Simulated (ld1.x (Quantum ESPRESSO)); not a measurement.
# germanium (Ge), TM: configuration errors across variants

germanium, norm-conserving Troullier–Martins (Kleinman–Bylander form), made with ld1.x (Quantum ESPRESSO) 7.5 (PBE, scalar-relativistic). Core [Ar] 3d10, reference 4s2 4p0.5 (charge +1.5). Waves: 4s (bound): rc 1.45 bohr; 4p (bound): rc 1.65 bohr; 4d channel at -0.2 Ry: rc 1.80 bohr. Local part: all-electron potential smoothed inside 1.10 bohr (lloc = -1). Core correction: none.

All-electron excitation energies from the reference (eV): (1) 4s2 4p2 -14.092; (2) 4s2 4p1 -6.648; (3) 4s2 4p0 8.791; (4) 4s1 4p2 2.068; (5) 4s2 4p1.5 -11.290; (6) 4s1 4p0 43.582; (7) 4s1 4p3 -6.120.

A true bound ghost makes a file unfit for plane-wave use even where its test errors are small: the radial tests pick states by their node count and pass the ghost by.

Errors AE − PS in meV (a dash: test not solved or not reliable):

| change | (1) | (2) | (3) | (4) | (5) | (6) | (7) | bound ghosts |
| --- | --- | --- | --- | --- | --- | --- | --- | --- |
| base | +18 | +3.4 | +3.8 | +29 | +9.7 | +122 | +46 | s |
| core correction a·sin(br)/r model core inside 0.62 bohr | -9.8 | -2.3 | -7.6 | -5.8 | -6.8 | -159 | -3.3 | s |
| core correction a·sin(br)/r model core inside 0.80 bohr | -9.8 | -2.3 | -7.6 | -5.8 | -6.8 | -159 | -3.3 | s |
| core correction a·sin(br)/r model core inside 0.96 bohr | -9.8 | -2.3 | -7.6 | -5.8 | -6.8 | -159 | -3.2 | s |
| core correction a·sin(br)/r model core inside 1.06 bohr | -9.8 | -2.3 | -7.6 | -5.7 | -6.8 | -158 | -3.2 | s |
| core correction a·sin(br)/r model core inside 1.26 bohr | -9.7 | -2.2 | -7.6 | -5.3 | -6.7 | -153 | -3.0 | s |
| core correction a·sin(br)/r model core inside 1.38 bohr | -9.4 | -2.2 | -7.4 | -5.1 | -6.6 | -147 | -2.8 | s |
| core correction a·sin(br)/r model core inside 1.70 bohr | -11 | -2.4 | -7.6 | -2.1 | -7.5 | -136 | +0.8 | s |

Give the same row for: core correction a·sin(br)/r model core inside 1.54 bohr.

-9.4, -2.2, -7.3, -4.5, -6.6, -141, -1.6; bound ghosts: s.
